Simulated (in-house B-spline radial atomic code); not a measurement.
# How G0W0 and RPA depend on the start: Mg²⁺

Configuration [He] 2s2 2p6. Computed with a B-spline radial code for spherical atoms: all electrons, scalar-relativistic (spin-free one-electron X2C), finite nucleus, each spin shell either full or empty, empty states to l = 9 with an (l + 1/2)⁻⁴ tail; G0W0 by contour deformation at full frequency.

```tsv
start	mean-field 2p (eV)	G0W0 (eV)	QP weight	RPA correlation (Eh)
Hartree-Fock	-81.78	?	?	?
LDA VWN5	-66.84	-79.91	0.937	-0.61019
PBE	-66.69	-79.71	0.936	-0.60906
PBE0	-70.76	-80.02	0.949	-0.58986
r2SCAN	-67.99	-79.72	0.945	-0.59597
HSE06	-70.32	?	?	?
B3LYP (VWN-RPA)	-70.16	-79.95	0.946	-0.59451
SCAN	-68.04	-79.65	0.945	-0.59521
TPSS	-67.04	-79.67	0.939	-0.60394
BHandHLYP	-74.85	-80.23	0.957	-0.57316
CAM-B3LYP	-72.18	-80.18	0.952	-0.58688
LC-wPBE	-72.55	-80.36	0.954	-0.5863
wB97X	-72.81	-80.15	0.956	-0.5819
PBEsol	-66.56	-79.81	0.936	-0.60909
BLYP	-66.73	-79.66	0.935	-0.61009
r2SCAN0	-71.69	-79.98	0.953	-0.58147
LDA exchange-only	-64.91	-80.02	0.932	-0.61067
```

Problem. What G0W0 level, weight and RPA correlation energy follow from the HSE06 start?

Solution. G0W0 level -79.98 eV, weight 0.948, RPA correlation -0.59158 hartree.

Problem. What G0W0 level, weight and RPA correlation energy follow from the Hartree-Fock start?

Solution. G0W0 level -80.56 eV, weight 0.969, RPA correlation -0.54154 hartree.

Problem. How much of the dependence on the start does G0W0 remove?

Solution. The mean-field levels span 16.9 eV and the G0W0 levels 0.912 eV. Against 80.144 eV (NIST, measured) the G0W0 removal energies are off by -0.49 to +0.42 eV, with spin-orbit coupling, Breit and QED terms left out.
